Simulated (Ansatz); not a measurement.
Geometry optimisation of `CCc1ccc(CCc2ccc(CC)cc2)cc1` with charge -1.

```yaml
crystal:
  periodic: [false, false, false]
  atoms:
    - {symbol: C, position_ang: [6.582733, 0.647378, 0.938814]}
    - {symbol: C, position_ang: [6.188430, 0.252089, -0.487957]}
    - {symbol: C, position_ang: [4.695364, 0.116091, -0.656036]}
    - {symbol: C, position_ang: [3.904215, 1.218663, -1.014627]}
    - {symbol: C, position_ang: [2.516682, 1.104907, -1.123916]}
    - {symbol: C, position_ang: [1.869400, -0.116233, -0.879285]}
    - {symbol: C, position_ang: [0.368855, -0.226669, -0.948754]}
    - {symbol: C, position_ang: [-0.311407, 0.088235, 0.401618]}
    - {symbol: C, position_ang: [-1.811337, -0.024706, 0.323957]}
    - {symbol: C, position_ang: [-2.456852, -1.248816, 0.557730]}
    - {symbol: C, position_ang: [-3.841792, -1.369135, 0.424730]}
    - {symbol: C, position_ang: [-4.631343, -0.270900, 0.049882]}
    - {symbol: C, position_ang: [-6.133044, -0.385847, -0.034361]}
    - {symbol: C, position_ang: [-6.817773, -0.077005, 1.301246]}
    - {symbol: C, position_ang: [-3.985437, 0.953144, -0.183519]}
    - {symbol: C, position_ang: [-2.600497, 1.073773, -0.050658]}
    - {symbol: C, position_ang: [2.659520, -1.217428, -0.514659]}
    - {symbol: C, position_ang: [4.047087, -1.103319, -0.405517]}
    - {symbol: H, position_ang: [6.129454, 1.611756, 1.219369]}
    - {symbol: H, position_ang: [7.675860, 0.740660, 1.040457]}
    - {symbol: H, position_ang: [6.234412, -0.103980, 1.665684]}
    - {symbol: H, position_ang: [6.570288, 1.006621, -1.197287]}
    - {symbol: H, position_ang: [6.676041, -0.701980, -0.753095]}
    - {symbol: H, position_ang: [4.387357, 2.179626, -1.224723]}
    - {symbol: H, position_ang: [1.922443, 1.977113, -1.419190]}
    - {symbol: H, position_ang: [0.076728, -1.243706, -1.262497]}
    - {symbol: H, position_ang: [-0.028026, 0.463317, -1.713316]}
    - {symbol: H, position_ang: [0.083563, -0.601855, 1.167128]}
    - {symbol: H, position_ang: [-0.021636, 1.105783, 0.716000]}
    - {symbol: H, position_ang: [-1.862102, -2.121959, 0.849225]}
    - {symbol: H, position_ang: [-4.322532, -2.335557, 0.614290]}
    - {symbol: H, position_ang: [-6.511462, 0.303075, -0.809278]}
    - {symbol: H, position_ang: [-6.405890, -1.404480, -0.360306]}
    - {symbol: H, position_ang: [-6.581015, 0.945475, 1.636859]}
    - {symbol: H, position_ang: [-6.475278, -0.768877, 2.087480]}
    - {symbol: H, position_ang: [-7.913011, -0.165834, 1.220260]}
    - {symbol: H, position_ang: [-4.579855, 1.826289, -0.475577]}
    - {symbol: H, position_ang: [-2.119368, 2.039929, -0.240670]}
    - {symbol: H, position_ang: [2.178286, -2.183971, -0.326972]}
    - {symbol: H, position_ang: [4.642927, -1.981646, -0.132557]}
basis:
  gaussian: {orbitals: def2-SVP}
total_charge: -1
magnetization: {spin_polarized: true, initial_magnetization: 1}
hamiltonian: {xc: r2scan, dispersion: d4}
scf: {lower_state_search: "off"}
output: {orbitals: {seedname: orbitals}}
relax: {f_tol: 0.03, max_steps: 70}
```

```sh
$ ansatz run in.yaml --threads 2 --pin off --events-out ev --progress --plain --max-ram 22528MiB --backend cuda --devices 0, --max-vram 18GiB
```

Shortened log:

```
Functional definition: r2SCAN
mean field -18999.75797494 eV, -698.2282270806 hartree, gradient 6.6e-6 eV, S^2 0.756789; 0 other end points of the search recorded, 0 dependent functions left out
relax step   1: F+E_penalty+E_count = -19000.13287955 eV  Δ(F+E_penalty+E_count) = +0.000e0 eV  max|allowed force component| = 1.277e0 eV/Å  Δτ_max = 0.0000 Å  (34 SCF iters, accepted)
mean field -18999.86485235 eV, -698.2321547530 hartree, gradient 2.0e-6 eV, S^2 0.757143; 0 other end points of the search recorded, 0 dependent functions left out
relax step   2: F+E_penalty+E_count = -19000.23781431 eV  Δ(F+E_penalty+E_count) = -1.049e-1 eV  max|allowed force component| = 7.051e-1 eV/Å  Δτ_max = 0.0762 Å  (36 SCF iters, accepted)
mean field -18999.88503920 eV, -698.2328966059 hartree, gradient 5.8e-6 eV, S^2 0.757314; 0 other end points of the search recorded, 0 dependent functions left out
relax step   3: F+E_penalty+E_count = -19000.25788351 eV  Δ(F+E_penalty+E_count) = -2.007e-2 eV  max|allowed force component| = 1.966e-1 eV/Å  Δτ_max = 0.0215 Å  (28 SCF iters, accepted)
mean field -18999.88761329 eV, -698.2329912022 hartree, gradient 5.9e-6 eV, S^2 0.757289; 0 other end points of the search recorded, 0 dependent functions left out
relax step   4: F+E_penalty+E_count = -19000.26078134 eV  Δ(F+E_penalty+E_count) = -2.898e-3 eV  max|allowed force component| = 6.656e-2 eV/Å  Δτ_max = 0.0157 Å  (29 SCF iters, accepted)
mean field -18999.88822836 eV, -698.2330138056 hartree, gradient 4.6e-6 eV, S^2 0.757301; 0 other end points of the search recorded, 0 dependent functions left out
relax step   5: F+E_penalty+E_count = -19000.26141450 eV  Δ(F+E_penalty+E_count) = -6.332e-4 eV  max|allowed force component| = 9.135e-3 eV/Å  Δτ_max = 0.0137 Å  (29 SCF iters, accepted)
Total energy: -19000.26143775 eV, -698.2467289974 hartree
Atom 0 at     6.575871     0.656035     0.973754 Å, force    -0.000023    -0.000178    -0.000755 eV/Å
Atom 1 at     6.186186     0.259785    -0.458319 Å, force    -0.001615     0.000483     0.002776 eV/Å
Atom 2 at     4.705646     0.113593    -0.669575 Å, force    -0.001777     0.000775     0.004704 eV/Å
Atom 3 at     3.895312     1.216919    -1.048431 Å, force    -0.001656    -0.001192    -0.003830 eV/Å
Atom 4 at     2.519968     1.094620    -1.196140 Å, force    -0.000665    -0.002462     0.003901 eV/Å
Atom 5 at     1.849697    -0.144141    -0.982976 Å, force     0.004298     0.000895    -0.001125 eV/Å
Atom 6 at     0.364137    -0.235020    -0.981834 Å, force    -0.000232     0.001007     0.003223 eV/Å
Atom 7 at    -0.294112     0.092812     0.418551 Å, force    -0.002005    -0.001305    -0.003830 eV/Å
Atom 8 at    -1.779423    -0.000343     0.412118 Å, force    -0.002143    -0.000648     0.001228 eV/Å
Atom 9 at    -2.447301    -1.243195     0.609586 Å, force     0.001740     0.001411    -0.004358 eV/Å
Atom 10 at    -3.821040    -1.368738     0.450513 Å, force     0.001122    -0.002649     0.005858 eV/Å
Atom 11 at    -4.630448    -0.267730     0.063308 Å, force    -0.002906    -0.001080    -0.004896 eV/Å
Atom 12 at    -6.125701    -0.384982    -0.032420 Å, force     0.001624    -0.000865    -0.004224 eV/Å
Atom 13 at    -6.855307    -0.082841     1.285383 Å, force     0.002267     0.000022    -0.000478 eV/Å
Atom 14 at    -3.965091     0.966912    -0.161760 Å, force     0.000415     0.004619     0.003821 eV/Å
Atom 15 at    -2.591446     1.093965    -0.003114 Å, force     0.002164    -0.002180    -0.003403 eV/Å
Atom 16 at     2.663429    -1.242380    -0.582344 Å, force    -0.001108     0.002824     0.002475 eV/Å
Atom 17 at     4.038663    -1.118522    -0.435077 Å, force    -0.001367    -0.000393    -0.003898 eV/Å
Atom 18 at     6.111518     1.617241     1.249940 Å, force    -0.001172    -0.000284    -0.000215 eV/Å
Atom 19 at     7.671171     0.755023     1.096871 Å, force    -0.000207     0.000258     0.000935 eV/Å
Atom 20 at     6.216354    -0.096110     1.695453 Å, force    -0.001138     0.000024    -0.000299 eV/Å
Atom 21 at     6.591757     1.019271    -1.156012 Å, force     0.001131     0.001157     0.001269 eV/Å
Atom 22 at     6.697245    -0.690430    -0.711487 Å, force     0.001362    -0.000240     0.001679 eV/Å
Atom 23 at     4.375146     2.185504    -1.244986 Å, force     0.002031     0.000992    -0.003835 eV/Å
Atom 24 at     1.929751     1.967921    -1.503316 Å, force     0.000051    -0.000598    -0.001234 eV/Å
Atom 25 at     0.027177    -1.249299    -1.265091 Å, force    -0.002042    -0.008023     0.000327 eV/Å
Atom 26 at    -0.077940     0.464036    -1.715622 Å, force    -0.002931     0.006649    -0.003313 eV/Å
Atom 27 at     0.146359    -0.605954     1.153377 Å, force     0.003784    -0.007824     0.003337 eV/Å
Atom 28 at     0.040933     1.107288     0.702823 Å, force     0.002734     0.009135    -0.000884 eV/Å
Atom 29 at    -1.854975    -2.119800     0.902697 Å, force    -0.000541     0.000389     0.001006 eV/Å
Atom 30 at    -4.297871    -2.342365     0.628026 Å, force    -0.000665     0.000367     0.004063 eV/Å
Atom 31 at    -6.508911     0.302385    -0.812390 Å, force     0.000396    -0.002092     0.000516 eV/Å
Atom 32 at    -6.403741    -1.405393    -0.362694 Å, force     0.000192     0.002047    -0.000544 eV/Å
Atom 33 at    -6.626994     0.939969     1.628372 Å, force    -0.000516     0.000432     0.000074 eV/Å
Atom 34 at    -6.522019    -0.772014     2.079026 Å, force    -0.000452    -0.000378     0.000280 eV/Å
Atom 35 at    -7.953575    -0.175925     1.187518 Å, force    -0.001164    -0.000292    -0.000798 eV/Å
Atom 36 at    -4.555856     1.840796    -0.468571 Å, force    -0.000613     0.001651     0.003869 eV/Å
Atom 37 at    -2.112934     2.063420    -0.193977 Å, force    -0.000666    -0.000143     0.000977 eV/Å
Atom 38 at     2.186485    -2.215188    -0.404609 Å, force     0.000164     0.000203    -0.001334 eV/Å
Atom 39 at     4.631867    -1.997104    -0.146596 Å, force     0.002126    -0.002517    -0.003064 eV/Å
Dipole moment:    -0.028783     0.031657     0.127904 e Å
Checks for a lower state left out: stability, starts, cluster_reference, orbital_swaps, neighbouring_geometries, increment
```

It took 23 s on 2 threads of AMD EPYC 7R13 on a shared host and a share (18 GiB) of an NVIDIA H100 80GB HBM3.

The highest occupied level of the relaxed charge -1 doublet lies above zero (up to 2.28 eV). By energy differences, losing it releases 0.81 eV (each at its own geometry, to the charge 0 singlet, at PBE0-D4/def2-TZVP). The relaxation made no stability test and no search for a lower SCF solution.
